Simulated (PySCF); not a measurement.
A structure optimised at B3LYP-D3(BJ)/def2-SVP, used in a PySCF frequency run:

```xyz
11

F      2.0322    -0.9669    -0.7283
Si     1.4758     0.3572     0.0475
C     -0.3475     0.1817     0.1339
C     -1.2344    -0.7559    -0.2775
O     -2.4039    -0.1853     0.1401
C     -1.5784     0.9191     0.6459
H      1.8969     1.5582    -0.7262
H      2.1104     0.4029     1.3942
H     -1.2275    -1.7207    -0.7912
H     -1.8463     1.8602     0.1416
H     -1.6905     1.0132     1.7369
```

Task: Write its SMILES and formula.

Result: F[SiH2]C1=COC1, C3H5FOSi

Task: What are its rotational constants (standard atomic weights)?

Result: 7.9458, 1.6269, 1.3846 GHz
